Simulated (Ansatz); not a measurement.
The cluster Ag3H3⁺, relaxed as a doublet with UKS B3LYP-D4/def2-TZVP in Ansatz, starting from the GFN1-xTB geometry. Force threshold 0.02 eV/Å.

In the def2 sets Ag takes a core potential; there is no spin–orbit coupling. In the doublet, H4 and H5 lie 0.77 Å apart (atoms count from 1), so H2 has formed as a molecule. The relaxation made no stability test and no search for a lower SCF solution. No other spin state of charge 1 was run. The structure comes from a short search, and lower isomers may exist.

Start:

```xyz
6

Ag   -4.200    1.334    0.646
Ag   -1.910    0.141   -0.059
Ag    0.805   -0.696    0.039
H     2.578   -0.107    0.073
H     3.353    0.001    0.060
H    -0.626   -0.673   -0.759
```

```json
{"step": "1", "energy (eV)": "-12046.2980", "largest force component (eV/Å)": "0.972", "SCF passes": "17"}
{"step": "2", "energy (eV)": "-12046.4223", "largest force component (eV/Å)": "0.213", "SCF passes": "20"}
{"step": "3", "energy (eV)": "-12046.4611", "largest force component (eV/Å)": "0.317", "SCF passes": "20"}
{"step": "4", "energy (eV)": "-12046.5387", "largest force component (eV/Å)": "0.736", "SCF passes": "20"}
{"step": "5", "energy (eV)": "-12046.6266", "largest force component (eV/Å)": "0.575", "SCF passes": "21"}
{"step": "6", "energy (eV)": "-12046.6599", "largest force component (eV/Å)": "0.989", "SCF passes": "21"}
{"step": "7", "energy (eV)": "-12046.6997", "largest force component (eV/Å)": "0.367", "SCF passes": "21"}
{"step": "8", "energy (eV)": "-12046.7119", "largest force component (eV/Å)": "0.044", "SCF passes": "20"}
{"step": "9", "energy (eV)": "-12046.7126", "largest force component (eV/Å)": "0.019", "SCF passes": "21"}
```

Force components are those of the run's own axes.

End:

Cartesian coordinates in Å:
```
Ag -4.1884 1.4293 0.7206
Ag -1.8693 0.0782 -0.0553
Ag 0.9821 -0.4927 -0.2740
H 2.7350 0.3433 0.2017
H 2.9415 -0.3938 0.1146
H -0.6008 -0.9643 -0.7076
```

Bonds formed: Ag3–H5 (atoms count from 1).

No frequencies were taken in this run, so the end may be a saddle point.

It took 21 s on 4 threads of Arm Neoverse V2 on a shared host.
